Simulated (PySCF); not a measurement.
## C₆ coefficients of unlike pairs at UHF

Calculated with PySCF 2.14 from the dipole response of each species, C₆(A,B) = (3/π) ∫ α_A(iu) α_B(iu) du, in atomic units, from isotropic polarisabilities. For ions this is the dispersion term alone; charge-induced terms of lower order in 1/R come first.

```json
{"species": "C²⁺", "configuration": "[He] 2s2 (1S)", "basis": "aug-cc-pVTZ with one added diffuse shell each of s, p, d, f type (6s5p4d3f)", "relativity": "none", "α (bohr³)": "4.490", "C₆ (like pair)": "7.067"}
{"species": "I³⁺", "configuration": "[Kr] 4d10 5s2 5p2 (3P)", "basis": "aug-cc-pwCVTZ-PP with ECP28MDF (8s7p6d4f1g)", "relativity": "core potential", "α (bohr³)": "10.58", "C₆ (like pair)": "60.77"}
{"species": "Ar²⁺", "configuration": "[Ne] 3s2 3p4 (3P)", "basis": "aug-cc-pV(T+d)Z with one added diffuse shell each of s, p, d, f type (7s6p5d3f)", "relativity": "none", "α (bohr³)": "4.793", "C₆ (like pair)": "16.82"}
```

(1) Estimate C₆ for Ar²⁺ with I³⁺.

No spin-orbit coupling is included.

The other pairs:

```tsv
pair	C₆
Ar²⁺, C²⁺	10.31
I³⁺, C²⁺	20.18
```

Results:

(1) The integral gives 31.73. The combination rule 2 C_A C_B / (C_A α_B/α_A + C_B α_A/α_B) gives 31.61 and the geometric mean 31.97.
